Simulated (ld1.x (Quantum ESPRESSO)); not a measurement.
tantalum (Ta), RRKJ: configuration errors across variants

| Quantity | Value |
| --- | --- |
| Element | tantalum (Ta) |
| Generator | ld1.x (Quantum ESPRESSO) 7.5 |
| Type | norm-conserving RRKJ (Kleinman–Bylander form) |
| Functional | PBE |
| Relativity | scalar-relativistic |
| Frozen core | [Xe] 4f14 |
| Valence charge | 5 |
| Reference configuration | 5d3 6s2 6p0 |
| Partial waves | 6p (bound, empty): rc 4.20 bohr; 5d (bound): rc 1.85 bohr; 6s (bound): rc 2.00 bohr |
| Local potential | the s channel |
| Core correction | Bessel-smoothed model core inside 1.05 bohr |
| rho0 | 0.005 |

All-electron excitation energies from the reference (eV): (1) 5d3 6s1 6p0 8.467; (2) 5d3 6s0 6p0 23.439; (3) 5d2 6s0 6p0 47.043; (4) 5d3 6s1 6p1 4.178; (5) 5d3 6s1.5 6p0 3.461; (6) 5d3 6s0 6p2 8.595; (7) 5d1 6s0 6p0 82.085.

Errors AE − PS in meV (a dash: test not solved or not reliable):

```csv
change,(1),(2),(3),(4),(5),(6),(7),bound ghosts
base,-4.6,-38,-256,-7.6,-1.4,-42,-953,none
core correction none,+25,+194,+183,+17,+3.9,+68,+339,none
core correction Bessel-smoothed model core inside 0.78 bohr,-4.7,-38,-256,-7.6,-1.4,-43,-953,none
core correction Bessel-smoothed model core inside 1.04 bohr,-4.6,-38,-256,-7.6,-1.4,-42,-953,none
core correction Bessel-smoothed model core inside 1.32 bohr,-4.6,-37,-256,-7.5,-1.4,-42,-953,none
core correction Bessel-smoothed model core inside 1.78 bohr,-4.5,-37,-255,-7.4,-1.4,-41,-950,none
core correction Bessel-smoothed model core inside 1.96 bohr,-4.3,-35,-253,-7.3,-1.3,-40,-940,none
core correction Bessel-smoothed model core inside 2.22 bohr,-3.3,-29,-242,-6.6,-1.1,-37,-897,none
```

Problem. Give the same row for: core correction Bessel-smoothed model core inside 1.50 bohr.

Solution. -4.6, -37, -255, -7.5, -1.4, -42, -953; bound ghosts: none.
